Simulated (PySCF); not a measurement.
FGaH6Si2.

```xyz
10

Ga    -0.1860    -0.1215     0.0165
F     -1.6834    -1.0915     0.1485
Si    -0.5031     1.8790    -1.3206
H      0.7719     2.2573    -2.0287
H     -0.8775     3.0179    -0.4053
H     -1.5977     1.6991    -2.3367
Si     1.6716    -1.1202     1.2173
H      2.5609    -0.0535     1.8020
H      2.4983    -1.9262     0.2467
H      1.1998    -2.0290     2.3190
```
Charge 0, spin multiplicity 1.

Geometry optimised at PBE-D3(BJ)/def2-SVP. The structure was generated by enumeration; whether it is a known compound was not checked.

Method: PySCF with B3LYP/pcSseg-1. Non-relativistic, no solvent.

Computed absolute GIAO shielding of each atom: isotropic value and principal components (ppm):
| atom | σ(iso) | σ11 | σ22 | σ33 | span |
|---|---|---|---|---|---|
| Ga1 | 1104.3 | 569.4 | 1139.0 | 1604.4 | 1035.0 |
| F2 | 193.4 | -40.8 | 160.2 | 460.9 | 501.8 |
| Si3 | 449.5 | 435.3 | 453.3 | 459.8 | 24.5 |
| H4 | 27.9 | 24.8 | 26.1 | 32.8 | 8.0 |
| H5 | 27.9 | 25.1 | 25.7 | 32.8 | 7.7 |
| H6 | 27.8 | 24.5 | 25.7 | 33.2 | 8.7 |
| Si7 | 449.2 | 435.1 | 451.8 | 460.7 | 25.5 |
| H8 | 27.9 | 24.8 | 26.1 | 32.8 | 8.0 |
| H9 | 27.9 | 25.1 | 25.7 | 32.8 | 7.6 |
| H10 | 27.8 | 24.5 | 25.7 | 33.2 | 8.7 |
